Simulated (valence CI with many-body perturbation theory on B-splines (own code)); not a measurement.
**Nd²⁷⁺: calculated level list**

Level of theory: configuration interaction combined with many-body perturbation theory (CI+MBPT): five valence electrons over a frozen Dirac-Fock core [Ar] 3d10, radial functions for each j: 11 s, 11 p, 10 d, 8 f, 5 g, 2 h, with the one-electron correlation potential Σ1, the two-electron term Σ2, the three-electron term Σ3, Breit, model QED; selected CI, second order for the rest, scaled by the run's own slope (own B-spline code, finite nucleus).

No measured spectrum was set against this ion. As an estimate, large intervals hold to a few tenths of a per cent, small ones and those within an open d or f shell to about a per cent. Among the levels kept, up to 2000 cm⁻¹ of a level comes from second order outside the variational space, and about a tenth of that is noise between levels of different J, which matters for small intervals.

Levels 136 to 167 of 167, with energies above the lowest level, 4s²4p³ ²P°_3/2 [a]. "Leading %" is the weight of the configuration and term that name the level; weights of strongly mixed levels are sums over their largest components and can fall short. In the jj column 3d3/2^4 stands for four electrons in 3d with j = 3/2.

```tsv
No.	Configuration	Term	J	E (eV)	Leading %	Leading jj	Second component
136	4s²4p²4f	⁴D°	5/2	272.19	27	4s^2 4p1/2 4p3/2 4f7/2 (36 %)	25 % 4s²4p²4f ²D°
137	4s4p³4d	²D°	3/2	273.16	20	4s 4p3/2^3 4d5/2 (40 %)	10 % 4s²4p²4f ⁴F°
138	4s²4p4d²	²P°	1/2	274.20	66	4s^2 4p1/2 4d5/2^2 (65 %)	10 % 4s²4p4d² ⁴D°
139	4s²4p²4f	²F°	5/2	274.25	37	4s^2 4p1/2 4p3/2 4f7/2 (53 %)	16 % 4s²4p²4f ²D°
140	4s²4p²4f	²G°	9/2	274.89	41	4s^2 4p1/2 4p3/2 4f5/2 (36 %)	30 % 4s²4p4d² ²H°
141	4s4p³4d	²P°	1/2	275.63	38	4s 4p3/2^3 4d3/2 (47 %)	28 % 4s²4p²4f ⁴D°
142	4s4p³4d	²F°	7/2	276.20	34	4s 4p3/2^3 4d5/2 (57 %)	24 % 4s4p³4d ⁴D°
143	4s4p³4d	²P°	3/2	277.21	26	4s 4p3/2^3 4d3/2 (41 %)	24 % 4s4p³4d ²D°
144	4s4p³4d	²D°	5/2	277.82	27	4s 4p3/2^3 4d5/2 (30 %)	13 % 4s4p³4d ⁴D°
145	4s²4p4d²	²G°	7/2	278.58	29	4s^2 4p1/2 4p3/2 4f7/2 (28 %)	17 % 4s²4p²4f ²F°
146	4s4p³4d	²D°	5/2	278.86	40	4s 4p3/2^3 4d3/2 (28 %)	11 % 4s4p³4d ²F°
147	4s²4p²4f	²D°	3/2	279.26	32	4s^2 4p1/2 4p3/2 4f7/2 (44 %)	10 % 4s²4p²4f ²P°
148	4s²4p4d²	⁴G°	11/2	279.97	83	4s^2 4p3/2 4d5/2^2 (76 %)	12 % 4s²4p²4f ²H°
149	4s²4p4d²	⁴G°	9/2	282.24	33	4s^2 4p3/2 4d3/2 4d5/2 (80 %)	29 % 4s²4p4d² ⁴F°
150	4s²4p4d²	²F°	7/2	282.63	34	4s^2 4p3/2 4d3/2 4d5/2 (64 %)	18 % 4s²4p4d² ⁴F°
151	4s4p³4d	²P°	1/2	283.27	38	4s 4p3/2^3 4d5/2 (51 %)	20 % 4s²4p4d² ²P°
152	4s²4p4d²	⁴D°	5/2	284.10	30	4s^2 4p3/2 4d3/2 4d5/2 (62 %)	25 % 4s²4p4d² ⁴P°
153	4s²4p4d²	²D°	3/2	284.75	29	4s^2 4p3/2 4d3/2^2 (31 %)	14 % 4s²4p4d² ²P°
154	4s²4p4d²	⁴F°	5/2	286.54	24	4s^2 4p3/2 4d3/2^2 (39 %)	18 % 4s²4p4d² ⁴D°
155	4s²4p4d²	⁴D°	3/2	286.54	44	4s^2 4p3/2 4d3/2^2 (29 %)	18 % 4s²4p²4f ²D°
156	4s²4p4d²	²H°	11/2	286.62	64	4s^2 4p3/2 4d3/2 4d5/2 (61 %)	30 % 4s²4p²4f ⁴G°
157	4s²4p4d²	⁴F°	7/2	286.64	22	4s^2 4p3/2 4d3/2 4d5/2 (26 %)	22 % 4s²4p4d² ⁴D°
158	4s²4p4d²	⁴D°	1/2	287.36	29	4s^2 4p3/2 4d3/2^2 (40 %)	19 % 4s²4p4d² ²S°
159	4s²4p4d²	⁴D°	7/2	287.55	61	4s^2 4p3/2 4d5/2^2 (43 %)	12 % 4s²4p4d² ²F°
160	4s²4p4d²	²G°	9/2	287.78	32	4s^2 4p3/2^2 4f5/2 (33 %)	25 % 4s²4p²4f ²H°
161	4s²4p4d²	²F°	5/2	287.82	24	4s^2 4p3/2 4d5/2^2 (26 %)	11 % 4s²4p4d² ⁴P°
162	4s²4p²4f	²P°	3/2	288.17	20	4s 4p3/2^3 4d5/2 (30 %)	12 % 4s4p³4d ²D°
163	4s²4p4d²	²S°	1/2	288.35	29	4s^2 4p3/2 4d3/2 4d5/2 (62 %)	24 % 4s²4p4d² ⁴D°
164	4s²4p4d²	⁴P°	5/2	290.22	27	4s^2 4p3/2 4d3/2 4d5/2 (35 %)	17 % 4s²4p4d² ⁴D°
165	4s²4p4d²	⁴S°	3/2	290.79	34	4s^2 4p3/2 4d3/2^2 (34 %)	20 % 4s²4p4d² ⁴P°
166	4s²4p4d²	²F°	7/2	291.37	24	4s^2 4p3/2 4d3/2 4d5/2 (27 %)	16 % 4s²4p4d² ²G°
167	4s²4p²4f	⁴F°	7/2	293.91	21	4s^2 4p3/2^2 4f5/2 (26 %)	16 % 4s²4p4d² ²F°
```

Names give the largest LS component (configuration and term), which can be under half, so a name can repeat, a term be missing and a line seem to break the LS rules; names also repeat where a configuration has a term twice.

Where two levels of one J and parity lie close, their mixing, g and order are uncertain.
